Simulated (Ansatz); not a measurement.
Ga₅P₄I₃⁺. Charge 1, multiplicity 2. Geometry PBE-D4/def2-SVP, that of the neutral singlet; atoms count from 1.

```xyz
12

P    -0.375   -2.384   -0.559
P    -1.301    1.046   -3.115
P    -1.112    0.594    2.616
P     2.209    1.007   -0.348
Ga   -1.260   -0.997    1.092
Ga   -1.599   -0.751   -1.762
Ga    1.651   -1.268   -0.141
Ga    0.493    1.129   -1.840
Ga    0.597    1.483    1.412
I    -3.862   -1.100   -0.435
I     3.391   -2.639    1.043
I     1.168    3.880    2.038
```

In the def2 sets I takes a core potential; there is no spin–orbit coupling.

(1) Estimate the Mulliken populations from the PBE/def2-SVP orbitals of Ansatz.

(2) Where does the spin sit?

(3) And the Mayer bond orders between heavy atoms (over 0.3)?

Results:

(1) 
```tsv
atom	charge (e)	spin (α − β)
P1	-0.11	0.03
P2	0.06	0.29
P3	0.08	0.62
P4	-0.08	0.00
Ga5	0.18	-0.01
Ga6	0.23	-0.02
Ga7	0.24	0.00
Ga8	0.20	-0.01
Ga9	0.16	-0.02
I10	0.02	0.03
I11	0.00	0.00
I12	0.01	0.09
```
Mulliken values depend strongly on the basis.

(2) Summed by element: P 0.94, Ga -0.07, I 0.13, of 1 unpaired in all. Largest on single atoms: P3 0.62, P2 0.29, I12 0.09.

(3) P1–Ga5 0.91 (2.33 Å); P1–Ga6 0.79 (2.37 Å); P1–Ga7 0.81 (2.35 Å); P2–Ga6 1.08 (2.27 Å); P2–Ga8 1.23 (2.20 Å); P3–Ga5 1.12 (2.21 Å); P3–Ga9 1.00 (2.27 Å); P4–Ga7 0.82 (2.35 Å); P4–Ga8 0.95 (2.28 Å); P4–Ga9 0.74 (2.43 Å); Ga5–I10 0.48 (3.02 Å); Ga6–I10 0.81 (2.65 Å); Ga7–I11 1.25 (2.51 Å); Ga9–I12 1.19 (2.54 Å).
